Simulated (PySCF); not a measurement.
Members of one family of related compounds. Level of theory: PySCF 2.14.0, density-fitted response routines, TDDFT CAM-B3LYP/def2-SVPD, vertical, gas phase, core orbitals frozen in the response. Geometries: PBE0-D3(BJ)/def2-SVP; one conformer of each isolated species. Triplets are in the Tamm–Dancoff approximation. Relativistic effects are left out although some hold elements past zinc.

Problem. Rank by computed HOMO energy, lowest first.
A. `FC(F)(F)Sc1ccsc1`
B. `s1ccc(c1)OC(C)C`
C. `[GeH3][O]c1ccsc1`
D. `Bc1ccsc1`
E. `CB(C)c1ccsc1`
F. `C=NC1=CSC=C1`
G. `c1(ccncc1)-c1ccsc1`
H. `c1csc(-c2ccsc2)c1`

Solution. A (-8.75 eV), D (-8.53 eV), E (-8.27 eV), G (-8.09 eV), F (-7.84 eV), C (-7.51 eV), B (-7.36 eV), H (-7.24 eV).

| SMILES | HOMO (eV) | α (au) | S1 (eV) | LUMO (eV) | first f ≥ 0.01 (nm) | S1 mainly |
| --- | --- | --- | --- | --- | --- | --- |
| FC(F)(F)Sc1ccsc1 | -8.75 | 97.0 | 5.53 | -0.10 | 224 | H-2→L (34%) |
| Bc1ccsc1 | -8.53 | 79.5 | 4.85 | -0.83 | 255 | H→L (92%) |
| CB(C)c1ccsc1 | -8.27 | 103.0 | 5.20 | -0.19 | 238 | H→L (88%) |
| c1cc(-c2ccsc2)ccn1 | -8.09 | 128.6 | 4.92 | -0.40 | 244 | H-2→L (59%) |
| C=Nc1ccsc1 | -7.84 | 84.9 | 4.33 | -0.16 | 287 | H→L (65%) |
| [GeH3][O]c1ccsc1 | -7.51 | 96.7 | 5.35 | 0.64 | 232 | H→L+2 (88%) |
| CC(C)Oc1ccsc1 | -7.36 | 105.1 | 5.19 | 0.72 | 239 | H→L (95%) |
| c1csc(-c2ccsc2)c1 | -7.24 | 131.1 | 4.51 | -0.17 | 275 | H→L (95%) |

H and L stand for HOMO and LUMO.
